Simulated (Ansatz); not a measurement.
An input meant for the cluster W₂Cl⁺ (charge 1, singlet).

```yaml
crystal:
  periodic: [false, false, false]
  atoms:
    - {symbol: W, position_ang: [1.859861, -2.496978, -0.667236]}
    - {symbol: W, position_ang: [0.493730, -1.312953, 0.376955]}
    - {symbol: Cl, position_ang: [1.930809, -4.242869, 0.714181]}
basis:
  gaussian: {orbitals: def2-mTZVP, fitting: {mean_field: def2-universal-jkfit}}
total_charge: 1
hamiltonian: {xc: {name: r2SCANh}, dispersion: d4, pseudopotentials: {relativity: scalar}}
kpoints: {mp_grid: {grid: [2, 2, 2]}}
```

```sh
$ ansatz run in.yaml --threads 4 --pin off --events-out ev --progress --plain --max-ram 3916MiB
```

(1) Predict how Ansatz answers.

## Answers

(1) The input was rejected before any iteration. The input holds a key that doesn't belong there.
```
Error: invalid value for `basis.gaussian`: such a run doesn't read kpoints; remove what it names
```
